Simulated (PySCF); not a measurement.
## Electron correlation in Si⁺ (silicon, charge +1)

[Ne] 3s1 3p1 3d1, one real determinant (an excited configuration). Calculation: PySCF 2.14, in aug-cc-pwCVDZ (6s5p3d, 36 functions); the non-relativistic Hamiltonian (point nucleus). Frozen: 1s2; 11 electrons correlated.

| level | correlation energy (mhartree) |
| --- | --- |
| CCSD | -163.92 |
| (T) | -13.10 |
| CCSD(T) | -177.02 |

Diagnostics: T1 = 0.014, D1 = 0.0631, largest double amplitude 0.639.

Question: Is a single reference adequate?

Answer: Not fully. The real determinant used has ⟨L²⟩ near 8 against 12 for a pure F term, so it mixes terms. The outer electron is Rydberg-like, and this basis confines it to a smaller radius and binds it less than a complete one would. A double-excitation amplitude exceeds 0.15, a sign of near-degeneracy.

The reference is one real determinant that mixes LS terms of this configuration.
